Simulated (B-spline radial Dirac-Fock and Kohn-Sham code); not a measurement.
## Core-hole lifetimes of Cu⁸⁺

System: copper as Cu⁸⁺ in the configuration [Ar] 3d3.

Input of the calculation (task.json; shells as n, l, electrons):

```json
{"items": [{
  "Z": 29,
  "q": 8,
  "cfg": [[1, 0, 2], [2, 0, 2], [2, 1, 6], [3, 0, 2], [3, 1, 6], [3, 2, 3]],
  "A": 63,
  "rrms": 3.8823,
  "do": ["binding", "quiet", "decay"],
  "holes": ["K", "L1", "L2", "L3", "M1", "M2", "M3"]
}]}
```

Launch: `python xray_run.py task.json out`

The computed values come from a radial finite-basis atomic code: one-electron (LDA, Dirac) transition rates at Dirac-Fock energies.

Partial widths are in eV. Coster-Kronig decay leaves a hole in the same principal shell; its rates are the weakest part of the model, often 1.5 to 2.5 times too large and more for N holes. Holes without an open Auger channel, or with an unreliable SCF state, are not listed.

| hole | radiative | Auger | Coster-Kronig | total | fluorescence yield | lifetime (fs) |
| --- | --- | --- | --- | --- | --- | --- |
| K (1s) | 0.681 | 0.844 | 0 | 1.52 | 0.446 | 0.432 |
| L1 (2s) | 0.00644 | 0.349 | 0 | 0.355 | 0.0181 | 1.85 |
| L2 (2p1/2) | 0.00330 | 0.462 | 0 | 0.465 | ? | ? |
| L3 (2p3/2) | 0.00328 | 0.471 | 0 | 0.474 | 0.00691 | 1.39 |

Problem. What are the fluorescence yield and the lifetime of the L2 (2p1/2) hole?

Solution. The yield is the radiative width over the total, 0.00710, and the lifetime is ħ/Γ = 1.42 fs.
